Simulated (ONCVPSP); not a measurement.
**Ge, ONCV: configuration errors across variants**

germanium, optimised norm-conserving Vanderbilt (ONCV), made with ONCVPSP 4.0.1 (PBEsol, scalar-relativistic). Core [Ar] 3d10, reference 4s2 4p1.5 (charge +0.5). Waves: 4s: rc 1.60 bohr, ncon 4, nbas 8, qcut 3.2 1/bohr, 1 projector; 4p: rc 2.25 bohr, ncon 4, nbas 7, qcut 3.3 1/bohr, 2 projectors, debl 3.9 Ha. Local part: polynomial inside 1.35 bohr (lpopt 1, dvloc0 3 Ha). Core correction: Teter function, fcfact 4.75, rcfact 1.6.

All-electron excitation energies from the reference (eV): (1) 4s2 4p2 -2.805; (2) 4s2 4p1 4.648; (3) 4s2 4p0 20.097; (4) 4s1 4p0 54.886.

Errors AE − PS in meV (a dash: test not solved or not reliable):

```tsv
change	(1)	(2)	(3)	(4)	bound ghosts	GHOST(+) flags above zero
base	-3.5	-10	-170	-751	none	none
core correction Teter function, fcfact 1.2, rcfact 1.6	-1.0	-4.2	-65	-286	none	none
core correction Teter function, fcfact 2.7, rcfact 1.6	-1.9	-6.7	-113	-522	none	none
core correction Teter function, fcfact 3.3, rcfact 1.6	-2.3	-7.7	-131	-596	none	none
core correction Teter function, fcfact 4.7, rcfact 1.6	-3.4	-10	-169	-746	none	none
core correction Teter function, fcfact 5.7, rcfact 1.6	-4.2	-12	-194	-835	none	none
core correction Teter function, fcfact 7.5, rcfact 1.6	-5.7	-15	-234	-969	none	none
```

Give the same row for: core correction Teter function, fcfact 6.6, rcfact 1.6.

-5.0, -13, -215, -906; bound ghosts: none; GHOST(+) flags above zero: none.
